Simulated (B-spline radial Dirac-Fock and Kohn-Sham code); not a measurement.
**Cr²⁺ 3s: cross section and angular parameters**

System: chromium as Cr²⁺ in the configuration [Ar] 3d4; threshold 102.2 eV (orbital energy of the model). Level of theory: Dirac-Hartree-Slater photoionisation with a Latter tail; cross sections with all multipoles, angular parameters from the dipole term and its interference with E2; a radial B-spline solver.

The run's input, task.json:

```json
{"items": [{
  "Z": 24,
  "q": 2,
  "cfg": [[1, 0, 2], [2, 0, 2], [2, 1, 6], [3, 0, 2], [3, 1, 6], [3, 2, 4]],
  "A": 52,
  "rrms": 3.6452,
  "do": "xps",
  "hv": [60, 69.7, 80, 94.8, 98.2, 156.0, 161.0, 163.0, 200, 206.0, 214.0, 252.0, 300, 322.0, 441.0, 544.0, 600, 1470.0, 1760.0, 2000, 2080.0, 2640.0, 2810.0, 4460.0, 5600.0, 8047.8, 9250.0, 9251.7, 11700.0, 12300.0]
}]}
```

Launch: `python xray2_run.py task.json out`

For linearly polarised light dσ/dΩ = σ/(4π) [1 + β P₂(cos θ) + (δ + γ cos²θ) sin θ cos φ], with θ from the polarisation vector and φ the angle between the beam and the projection of the electron momentum on the plane normal to the polarisation.

```tsv
hν (eV)	σ (kb)	β	γ
156	286	1.999	0.246
161	278	1.999	0.244
163	275	1.999	0.245
200	222	1.999	0.225
206	214	1.999	0.221
214	204	1.999	0.213
252	166	1.999	0.176
300	131	1.999	0.130
322	118	1.999	0.110
441	73.5	2.000	0.027
544	?	?	?
600	44.2	2.000	-0.032
1470	8.42	2.000	0.044
1760	5.86	2.000	0.113
2000	4.51	2.000	0.173
2080	4.16	2.000	0.194
2640	2.51	2.000	0.336
2810	2.20	2.000	0.378
4460	0.780	2.000	0.757
5600	0.457	1.999	0.989
8047.8	0.188	1.999	1.412
9250	0.132	1.999	1.594
9251.7	0.132	1.999	1.594
11700	0.0721	1.999	1.925
12300	0.0632	1.999	2.000
```

Question: Give the values at 544 eV.

Answer: σ = 52.2 kb, β = 2.000, γ = -0.016. For an s subshell δ is negligible.

Values without a named source are computed, but for edge energies of neutral atoms, which are taken from tables.
